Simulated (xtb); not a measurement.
fluoro(silyl)silane (FH5Si2), SMILES F[SiH2][SiH3]. All values are semi-empirical tight-binding results from xtb (GFN2-xTB unless named), good for trends rather than for accurate numbers. Coordinates come from a GFN2-xTB optimisation.

Computed properties:
| Item | Result |
|---|---|
| point group as xtb finds it | Cs |
| orbital gap | 4.47 eV |
| dipole moment | 1.68 D |
| zero-point energy | 26.5 kcal/mol |
| G − E(el) at 298.15 K (modified RRHO) | 8.2 kcal/mol |
| static polarisability (D4 model) | 61.7 bohr³ |
| solvation energy, GFN2-xTB/ALPB(water) | 0.2 kcal/mol |
| solvation energy, GFN2-xTB/ALPB(acetone) | -1.5 kcal/mol |
